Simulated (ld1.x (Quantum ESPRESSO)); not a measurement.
**What the settings do to the PAW potential of tin (Sn)**

Base potential:

```
Element                 : Sn (Z = 50)
Generator               : ld1.x (Quantum ESPRESSO) 7.5
Type                    : PAW
Functional              : PBE
Relativity              : scalar-relativistic
Frozen core             : [Kr]
Valence charge          : 14
Reference configuration : 4d10 5s2 5p2
Partial waves           : 5s (bound): rcut 1.55, rcutus 1.85 bohr; 5s channel at 4 Ry: rcut 1.55, rcutus 1.85 bohr; 5p (bound): rcut 2.05, rcutus 2.30 bohr; 5p channel at 1.3 Ry: rcut 2.05, rcutus 2.30 bohr; 4d (bound): rcut 1.10, rcutus 1.35 bohr; 4d channel at -0.25 Ry: rcut 1.10, rcutus 1.35 bohr
Local potential         : all-electron potential smoothed inside 1.65 bohr (lloc = -2)
Core correction         : Bessel-smoothed model core, default radius (core density twice the valence density)
Augmentation charge     : PSQ, inside the norm-conserving radii
```

All-electron outer shells of the reference configuration (PBE, scalar-relativistic, ld1.x):

```csv
shell,level (eV),outermost node (bohr),outermost maximum (bohr)
4s,-133.93,0.40,0.74
4p,-89.70,0.41,0.79
4d,-25.84,0.39,0.88
5s,-10.55,0.98,2.01
5p,-3.69,1.09,2.55
```

Cutoffs, loose and tight: the cutoffs (Ry, on a coarse ladder) from which the occupation-weighted sum of valence levels, in a spherical-Bessel basis at the reference potential, stays within 10 and 1 mRy of its value at 400 Ry. They do not see the model core or the augmentation charge, which bear on the density cutoff. Test errors are all-electron minus pseudo excitation energies from the reference, over the configurations 4d10 5s2 5p1; 4d10 5s2 5p0; 4d10 5s1 5p0; 4d10 5s2 5p2.3; 4d9 5s2 5p2; 4d10 5s0 5p0; 4d10 5s0 5p4. A dash means not determined; rows that change the core or the reference have their own tests.

The default core radius of the base comes out at 0.65 bohr.

```tsv
change	outcome	cutoff, loose	cutoff, tight	bound ghosts	largest test error (meV)
base	generated	90 Ry	140 Ry	none	-58
core correction a·sin(br)/r model core, default radius (ld1.x builds one for every PAW set, though the input has nlcc=.false.)	generated	90 Ry	140 Ry	none	-74
core correction Bessel-smoothed model core inside 0.56 bohr	generated	90 Ry	140 Ry	none	-55
core correction Bessel-smoothed model core inside 0.74 bohr	generated	90 Ry	140 Ry	none	-62
core correction Bessel-smoothed model core inside 0.86 bohr	generated	90 Ry	140 Ry	none	-62
core correction Bessel-smoothed model core inside 0.98 bohr	generated	90 Ry	140 Ry	none	-61
core correction Bessel-smoothed model core inside 1.18 bohr	generated	90 Ry	140 Ry	none	-62
core correction Bessel-smoothed model core inside 1.28 bohr	generated	90 Ry	140 Ry	none	-63
core correction Bessel-smoothed model core inside 1.46 bohr	generated	90 Ry	140 Ry	none	-66
core correction Bessel-smoothed model core inside 1.66 bohr	generated	90 Ry	140 Ry	none	-68
```
